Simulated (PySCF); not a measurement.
## Stationary points of CeH₄

All numbers come from PBE0/[Ce def2-TZVP with ECP28, H def2-TZVP], scalar-relativistic core potentials, density fitting, no spin–orbit coupling, PySCF.

Relaxations began from a few typed shapes. The search is not exhaustive: other isomers or separated fragments can lie lower, and high-lying points may rest on an excited occupation.

Question: Which is the lowest minimum found?
A. singlet D4h: Ce–H 2.046 Å (×4); H–Ce–H 90.0° (×4), H–Ce–H 180.0° (×2)
B. singlet Td: Ce–H 1.973 Å (×4); H–Ce–H 109.5° (×6)

Answer: B. The others lie at 100.4 (singlet D4h, a saddle point) kJ/mol above it.

Formally Ce is in oxidation state +4, with 0 electrons left for the f, d and s shells; the Mulliken f population is 0.73.

For the lowest minimum: stability towards spin polarisation was not tested.
